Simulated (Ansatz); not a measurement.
```yaml
crystal:
  periodic: [false, false, false]
  atoms:
    - {symbol: O, position_ang: [-0.346444, -1.686865, -0.590467]}
    - {symbol: W, position_ang: [-0.088944, -0.083063, -0.112022]}
    - {symbol: O, position_ang: [1.029683, -0.844142, 1.162865]}
    - {symbol: O, position_ang: [-0.728110, 0.847904, -1.557840]}
    - {symbol: Cl, position_ang: [1.002672, 2.112451, 0.543761]}
    - {symbol: Cl, position_ang: [-1.922674, 0.289043, 1.366027]}
    - {symbol: Cl, position_ang: [1.668159, -0.792150, -1.661922]}
    - {symbol: H, position_ang: [-1.417858, -2.246401, -0.079387]}
    - {symbol: h, position_ang: [1.549022, -0.130019, 2.045401]}
    - {symbol: H, position_ang: [-0.544535, 1.622619, -1.679444]}
basis:
  gaussian: {orbitals: def2-SVPD}
hamiltonian: {xc: {name: RPBE}}
scf: {lower_state_search: full}
output: {forces: true}
```

```sh
$ ansatz run in.yaml --threads 2 --pin off --events-out ev --progress --plain --max-ram 32768MiB --backend cpu
```

Output, abridged:

```
Error: YAML parse error: error: line 12 column 16: `h` is not an element symbol (H … Og, case-exact)
10 |     - {symbol: Cl, position_ang: [1.668159, -0.792150, -1.661922]}
11 |     - {symbol: H, position_ang: [-1.417858, -2.246401, -0.079387]}
12 |     - {symbol: h, position_ang: [1.549022, -0.130019, 2.045401]}
13 |     - {symbol: H, position_ang: [-0.544535, 1.622619, -1.679444]}
14 | basis:
```

**Question.** Something in this input is off. What?

**Answer.** An element symbol is wrong. The program refused the input.
